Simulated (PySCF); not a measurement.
# Computed vibrations of [Tm(H2O)]3+

[Tm(H2O)]3+ (singlet in the valence; each metal's 4f electrons, 12 of them, lie in its core potential, out of spins and levels). PySCF 2.14.0, RKS PBE0, Tm lcecp-1-SVP with ECP58, O def2-SVP, H def2-SVP; non-relativistic Hamiltonian with scalar-relativistic core potentials where named; density fitting; no spin-orbit coupling. Central differences of gradients.

```xyz
4

Tm    0.0000    0.0000   -0.2122
O     0.0000    0.0000    1.9199
H     0.7813    0.0000    2.5512
H    -0.7813    0.0000    2.5512
```

Run from Python with OMP_NUM_THREADS=2. Where DIIS fails, smearing, a level shift and second-order steps follow.
It took 20 s on 2 threads of Intel(R) Xeon(R) Platinum 8259CL CPU @ 2.50GHz (Skylake/Cascade Lake) (shared host).

(1) What are the harmonic wavenumbers and infrared intensities?

(2) Is this a minimum?

An lcecp potential fixes the number of 4f electrons, so in runs with it no electron can move into or out of that shell.

Answers

(1) Modes are labelled in C2v; negative numbers are unstable modes, those under 60 cm⁻¹ near the noise; a finer grid moves soft modes by up to 10 cm⁻¹.
```
cm⁻¹  km/mol  symmetry
 485    18.7        a1
 698    99.8        b2
 756   430.5        b1
1653   177.1        a1
3368   824.2        a1
3375   614.1        b2
```

(2) Yes. Ideal gas at 298.15 K and 1 bar: S = 268.6 J/(mol K), Cp = 45.3 J/(mol K), H − H(0 K) = 11.1 kJ/mol (rigid rotor, harmonic modes, spin degeneracy alone, that of the 4f electrons in the core included).
